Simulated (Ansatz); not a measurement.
This geometry of FH5O4Si (11 atoms, charge 0, multiplicity 1) is a first-order saddle point.

Method: RKS PBE/def2-SVP (Ansatz 0.2.0).

```xyz
11
Properties=species:S:1:pos:R:3
Si 0.191 0.217 -0.013
F -0.610 0.176 1.881
O 1.616 -0.022 -0.888
H 1.613 -0.901 -1.306
O -0.856 1.314 -0.693
H -1.592 0.880 -1.157
O -0.382 -1.366 -0.092
H -1.001 -1.557 0.636
O 1.070 1.359 1.105
H 2.019 1.127 1.136
H 0.327 0.901 1.906
```

(1) Which two structures does it join? (They come from a converged band through this point; their orientation in space is the band's.)

(2) How far does it lie above each of them?

Answers

(1) Bonds broken: Si1–F2, O9–H11. Bonds formed: F2–H11. FH5O4Si becomes FH + H4O4Si.

First end point:

```xyz
11
Properties=species:S:1:pos:R:3
Si -0.028 0.061 0.145
F -0.306 -0.259 1.752
O 1.569 -0.219 -0.336
H 1.586 -1.043 -0.857
O -0.901 1.307 -0.536
H -1.609 0.893 -1.065
O -0.791 -1.297 -0.543
H -1.138 -1.908 0.129
O 1.056 1.714 1.060
H 1.943 1.413 0.760
H 1.016 1.465 2.005
```

Last end point:

```xyz
11
Properties=species:S:1:pos:R:3
Si 0.253 0.189 -0.326
F -0.355 -0.250 2.798
O 1.281 -0.228 -1.560
H 1.641 -1.129 -1.475
O -0.726 1.405 -0.891
H -1.019 1.297 -1.813
O -0.438 -1.178 0.284
H -0.620 -1.091 1.254
O 1.013 0.920 1.016
H 1.101 1.887 0.933
H 0.265 0.304 2.294
```

(2) 0.87 eV above the first and 0.86 eV above the second. This is the barrier of this one path; another mechanism may lie lower. The orbitals stay closed-shell, which can raise the energy where a bond breaks towards radicals; this wasn't checked here.

The run took 100 s on 4 threads of Arm Neoverse V1 (shared host), peak memory 0.16 GiB.
